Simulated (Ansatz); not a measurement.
One change: `C=C=N` becomes `N=C=C[O][AlH2]`.

Ansatz, PBE0-D4/def2-TZVP geometries, multiplicity 1. Each molecule was computed in one conformer, which needn't be the lowest.

```json
{"property": "LUMO energy (B3LYP/def2-TZVPP) / eV", "`C=C=N`": "-0.36"}
{"property": "size of the dipole moment (B3LYP/def2-TZVPP) / D", "`C=C=N`": "1.46"}
{"property": "HOMO–LUMO gap (B3LYP/def2-TZVPP) / eV", "`C=C=N`": "6.36"}
{"property": "zero-point energy (PBE0-D4/def2-TZVP) / kJ/mol", "`C=C=N`": "115.3"}
{"property": "HOMO–LUMO gap (PBE/def2-TZVPP) / eV", "`C=C=N`": "4.53"}
{"property": "ideal-gas entropy at 298 K and 1 bar (rigid rotor, harmonic PBE0-D4/def2-TZVP) / J/(mol·K)", "`C=C=N`": "250"}
```

Problem. Give the same properties after the change, and the shifts. (Estimate.)

Solution. Ansatz gave: 
| property | `N=C=C[O][AlH2]` | shift |
| --- | --- | --- |
| LUMO energy (B3LYP/def2-TZVPP) / eV | -1.47 | -1.11 |
| size of the dipole moment (B3LYP/def2-TZVPP) / D | 1.70 | 0.24 |
| HOMO–LUMO gap (B3LYP/def2-TZVPP) / eV | 4.47 | -1.89 |
| zero-point energy (PBE0-D4/def2-TZVP) / kJ/mol | 140.2 | 24.9 |
| HOMO–LUMO gap (PBE/def2-TZVPP) / eV | 2.97 | -1.56 |
| ideal-gas entropy at 298 K and 1 bar (rigid rotor, harmonic PBE0-D4/def2-TZVP) / J/(mol·K) | 339 | 89 |

With PBE0 the HOMO rises by 0.82 eV and the LUMO falls by 1.16 eV, so the gap narrows by about 1.98 eV. PBE moves the HOMO by 0.75 eV and ωB97M-V by 0.83 eV. The zero-point energy changes by 24.9 kJ/mol with +9 modes. Dipoles are sizes alone; their direction can turn.

B3LYP here is the variant with VWN-RPA as its local correlation; programs differ in this.
